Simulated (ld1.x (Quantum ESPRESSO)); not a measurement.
## Before and after: PAW potential for iron (Fe)

Fe, PAW, made with ld1.x (Quantum ESPRESSO) 7.5 (LDA (PZ), scalar-relativistic). Core [Ar], reference 3d6 4s1.5 4p0 (charge +0.5). Waves: 4s (bound): rcut 1.95, rcutus 2.50 bohr; 4s channel at 0.45 Ry: rcut 1.95, rcutus 2.50 bohr; 4p (bound, empty): rcut 1.95, rcutus 2.75 bohr; 4p channel at 0.05 Ry: rcut 1.95, rcutus 2.75 bohr; 3d (bound): rcut 1.55, rcutus 1.95 bohr; 3d channel at -0.3 Ry: rcut 1.55, rcutus 1.95 bohr. Local part: all-electron potential smoothed inside 2.50 bohr (lloc = -1). Core correction: Bessel-smoothed model core inside 1.05 bohr. Augmentation charge: GAUSS, radius 1.20 bohr.

All-electron outer shells of the reference configuration (LDA (PZ), scalar-relativistic, ld1.x):

```tsv
shell	level (eV)	outermost node (bohr)	outermost maximum (bohr)
3p	-64.04	0.30	0.72
3d	-11.83	–	0.71
4s	-8.94	1.00	2.32
4p	-4.34	1.10	3.02
```

Change: functional PBEsol.

Cutoffs: the cutoffs (Ry, on a coarse ladder) from which the occupation-weighted sum of valence levels, in a spherical-Bessel basis at the reference potential, stays within 10 and 1 mRy of its value at 400 Ry; they do not see the model core or the augmentation charge, which bear on the density cutoff. Errors are all-electron minus pseudo energies relative to the spin-unpolarised reference configuration.

Question: How do hardness, ghosts and transferability respond?

Answer: The potential gets neither clearly harder nor softer (30 Ry and 45 Ry → 30 Ry and 45 Ry); the number of tests with a reliable result goes from 9 to 7; of the 7 tests that both files solve, the error grows in 2 and shrinks in 0 by more than 15 % and 0.3 meV (median size 2.3 → 3.5 meV); neither file shows a bound ghost.

```csv
quantity,base,changed
"cutoff, loose",30 Ry,30 Ry
"cutoff, tight",45 Ry,45 Ry
bound ghosts,none,none
"error for 3d6 4s2 4p0, meV [ΔE -3.60 → -3.49 eV]",+0.4,+0.2
"error for 3d6 4s1 4p0, meV [ΔE 5.39 → 5.25 eV]",-0.6,-0.8
"error for 3d6 4s0 4p0, meV [ΔE 21.88 → 21.37 eV]",-6.4,-8.9
"error for 3d6 4s0 4p1, meV [ΔE 10.52 → 10.33 eV]",-2.3,-3.5
"error for 3d5 4s0 4p0, meV [ΔE 56.41 → 55.55 eV]",-329,-328
"error for 3d6 4s1 4p1, meV [ΔE 0.58 → 0.64 eV]",0.0,-0.1
"error for 3d7 4s1 4p0, meV [ΔE -4.42 → -4.29 eV]",-63,-69
s: phases at 3.00 bohr within 0.05 rad from the reference energy up to (Ry; the scan ends near 5),2.6,2.6
p: phases at 3.00 bohr within 0.05 rad from the reference energy up to (Ry; the scan ends near 5),2.9,2.9
d: phases at 3.00 bohr within 0.05 rad from the reference energy up to (Ry; the scan ends near 5),4.3,4.3
lowest overlap eigenvalue by channel,"s 0.40, p 0.66, d 0.88","s 0.40, p 0.66, d 0.92"
```
